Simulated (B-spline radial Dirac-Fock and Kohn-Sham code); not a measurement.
Level of theory: Dirac-Fock energy differences between relaxed states, corrected for Breit and QED terms; a radial finite-basis atomic code. K edges are those of the screened (neutral excited atom) model, which lie within a few eV to tens of eV of tabulated edges.

An X-ray tube with a tantalum target emits Kα1 at 57529.6 eV and Kβ1 at 65212.2 eV. K edges of lighter neighbours: Er 57477.6 eV, Tm 59381.7 eV, Yb 61323.6 eV, Lu 63311.5 eV, Hf 65340.0 eV.

**Question.** Which of these can serve as a Kβ filter, and which fluoresce under Kα1?

**Answer.** A Kβ filter needs its edge between the two lines: Tm, Yb, Lu. Kα1 lies above the K edges of Er, which therefore fluoresce.

Values without a named source are computed, but for edge energies of neutral atoms, which are taken from tables.
